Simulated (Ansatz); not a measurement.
The same group exchange along the group B, Al, Ga, In.

Calculated with Ansatz (gas phase, PBE0-D4/def2-TZVP geometries, no zero-point term in ΔE). CBS: MP2 limit from def2 TZ/QZ plus the TZ coupled-cluster correction, frozen cores. This one scheme is used for every species. Functionals use def2-TZVPP. def2 core potentials past Kr. For Ga, In outer-core shells are correlated without core-valence functions, which leaves a few kJ/mol of doubt a bond. Scalar relativity is left out up to krypton. One conformer a species, not always the lowest.

```json
{"reaction": "`BC[SiH3]` + `N[SiH](Cl)O[SiH3]` → `N[Si]([SiH3])(Cl)O[SiH3]` + `BC`", "MP2/CBS(def2) (kcal/mol)": "6.4", "PBE0-D4 (kcal/mol)": "2.7", "CCSD/CBS(def2) (kcal/mol)": "5.2", "CCSD(T)/CBS(def2) (kcal/mol)": "5.0"}
{"reaction": "`[AlH2][CH2][SiH3]` + `N[SiH](Cl)O[SiH3]` → `N[Si]([SiH3])(Cl)O[SiH3]` + `[CH3][AlH2]`", "MP2/CBS(def2) (kcal/mol)": "5.7", "PBE0-D4 (kcal/mol)": "1.9", "CCSD/CBS(def2) (kcal/mol)": "4.7", "CCSD(T)/CBS(def2) (kcal/mol)": "4.3"}
{"reaction": "`[SiH3][CH2][GaH2]` + `N[SiH](Cl)O[SiH3]` → `N[Si]([SiH3])(Cl)O[SiH3]` + `[CH3][GaH2]`", "MP2/CBS(def2) (kcal/mol)": "5.7", "PBE0-D4 (kcal/mol)": "1.5", "CCSD/CBS(def2) (kcal/mol)": "4.6", "CCSD(T)/CBS(def2) (kcal/mol)": "4.3"}
{"reaction": "`[SiH3][CH2][InH2]` + `N[SiH](Cl)O[SiH3]` → `N[Si]([SiH3])(Cl)O[SiH3]` + `[CH3][InH2]`", "MP2/CBS(def2) (kcal/mol)": "6.3", "PBE0-D4 (kcal/mol)": "1.5", "CCSD/CBS(def2) (kcal/mol)": "5.0", "CCSD(T)/CBS(def2) (kcal/mol)": "4.7"}
```

Largest T1 diagnostic: 0.013, for `[SiH3][CH2][InH2]`.
